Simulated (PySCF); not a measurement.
A side-by-side comparison of computed properties.

First species: cyclopropyl methyl ketone, C5H8O.
Atom-mapped SMILES: `[CH3:1][C:2](=[O:3])[CH:4]1[CH2:5][CH2:6]1` (hydrogens: H7, H8, H9 on C1; H10 on C4; H11, H12 on C5; H13, H14 on C6)

Second species: C₈H₇P.
SMILES: `C#Cc1cpccc1C`

Levels: B3LYP/def2-SVPD for dipole moment, HOMO energy, LUMO energy, HOMO–LUMO gap, static isotropic polarisability and electronic spatial extent ⟨r²⟩ about the centre of nuclear charge; TDDFT B3LYP/def2-SVPD for lowest singlet excitation; TDA B3LYP/def2-SVPD for lowest triplet excitation (Tamm–Dancoff); GFN2-xTB for rotational constant A and rotational constant C. Geometries: GFN2-xTB. All species are isolated and taken at one optimised geometry, non-relativistic unless stated. Electronic properties by PySCF.

Dipoles, sizes and rotational constants follow the conformer. The torsions of the flexible species, by atom-mapped SMILES:
- `[CH3:1][C:2](=[O:3])[CH:4]1[CH2:5][CH2:6]1`: C1–C2–C4–C5 -146°

Q: Which of the two has the higher static isotropic polarisability, and by how much?

A: The second: 120.6 au against 61.5 au, a difference of 59.1 au.

Q: Which has the higher HOMO–LUMO gap?

A: The first: 6.34 eV against 4.94 eV, a difference of 1.40 eV.

Q: Which of the two has the higher rotational constant A, and by how much?

A: The first: 7.168 GHz against 2.450 GHz, a difference of 4.718 GHz.

Q: Which has the higher dipole moment?

A: The first: 3.03 D against 1.86 D, a difference of 1.17 D.

Q: Which of the two has the higher HOMO energy, and by how much?

A: The second: -6.69 eV against -7.03 eV, a difference of 0.34 eV.

Q: Which has the higher T1 energy?

A: The first: 4.02 eV against 3.11 eV, a difference of 0.91 eV.

Q: Which has the higher rotational constant C?

A: The first: 2.313 GHz against 0.796 GHz, a difference of 1.517 GHz.

Q: Which has the higher LUMO energy?

A: The first: -0.69 eV against -1.75 eV, a difference of 1.06 eV.

On the first: No computed singlet falls in the visible range (750 to 380 nm, 1.65 to 3.26 eV); S1 lies 1.28 eV above its blue end. The vertical singlet–triplet gap S1 − T1 is 0.52 eV (TDDFT singlet less Tamm–Dancoff triplet; S1: HOMO→LUMO, weight 0.99; T1: HOMO→LUMO, weight 0.98).

On the second: The vertical singlet–triplet gap S1 − T1 is 1.23 eV (TDDFT singlet less Tamm–Dancoff triplet; S1: HOMO→LUMO+1, weight 0.54, beside HOMO−1→LUMO, weight 0.38; T1: HOMO→LUMO, weight 0.85).
